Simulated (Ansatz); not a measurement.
Relaxation of F$_{4}$H$_{6}$NOSiTa (14 atoms, charge 0, multiplicity 1), to a largest force component of 0.03 eV/Å in at most 50 steps.

All numbers below come from RHF/def2-SVP in Ansatz.

```xyz
14
Properties=species:S:1:pos:R:3:forces:R:3
Ta -0.070 0.420 -0.060 0.40 -0.12 -0.02
F 1.663 -0.353 -0.325 -0.37 0.15 0.04
N 0.257 0.624 1.845 0.05 -0.02 0.01
H 0.975 0.127 2.345 -0.05 0.01 -0.05
H -0.371 1.105 2.464 -0.02 0.00 0.01
F 0.456 1.890 -1.079 -0.03 0.00 0.01
F -1.758 1.211 0.197 0.00 0.01 -0.01
F -0.885 -1.060 -0.870 0.01 -0.02 -0.01
O 0.764 -2.411 1.230 0.88 0.15 -0.67
Si 0.159 -3.964 1.281 0.03 0.07 -0.02
H 1.091 -4.870 0.573 -0.01 -0.01 0.00
H 0.037 -4.379 2.692 0.00 0.01 0.02
H -1.171 -4.017 0.642 0.00 0.00 0.00
H 1.519 -2.228 0.653 -0.89 -0.24 0.68
```

Q: Where does it end, and by what steps?

A: The forces met the threshold. The force dipped under the threshold on the way, but the program's further checks kept it going. After 39 steps the energy has fallen by 0.143 eV; F8 moved furthest, 2.11 Å.

| step | energy less start (eV) | largest force component (eV/Å) | accepted |
| --- | --- | --- | --- |
| 0 | 0.0000 | 0.886 | yes |
| 2 | -0.0191 | 0.084 | yes |
| 4 | -0.0229 | 0.114 | yes |
| 6 | -0.0255 | 0.119 | yes |
| 8 | -0.0287 | 0.172 | yes |
| 10 | -0.0370 | 0.312 | yes |
| 12 | -0.0606 | 0.382 | yes |
| 14 | -0.0938 | 0.194 | yes |
| 16 | -0.1114 | 0.259 | yes |
| 18 | -0.1218 | 0.088 | yes |
| 20 | -0.1276 | 0.224 | yes |
| 22 | -0.1324 | 0.320 | yes |
| 24 | -0.1364 | 0.059 | yes |
| 26 | -0.1359 | 0.196 | no |
| 28 | -0.1388 | 0.007 | yes |
| 30 | -0.1396 | 0.141 | no |
| 32 | -0.1411 | 0.094 | yes |
| 34 | -0.1418 | 0.073 | yes |
| 36 | -0.1425 | 0.026 | yes |
| 38 | -0.1427 | 0.038 | yes |
| 39 | -0.1428 | 0.028 | yes |

```xyz
14
Properties=species:S:1:pos:R:3
Ta -0.145 0.958 -0.247
F 0.423 -0.748 -0.874
N -0.308 0.222 1.529
H -0.104 -0.747 1.736
H -0.604 0.746 2.334
F 1.518 1.671 -0.726
F -0.708 2.638 0.383
F -1.649 0.847 -1.357
O 0.484 -2.683 1.211
Si 0.734 -4.247 1.703
H 2.132 -4.665 1.452
H 0.451 -4.281 3.150
H -0.170 -5.178 0.989
H 0.612 -2.438 0.303
```

Whether the end is a true minimum wasn't checked by a vibrational analysis.

Time of the run: 2.5 min on 4 threads of Arm Neoverse V1 (shared host), peak memory 0.51 GiB.
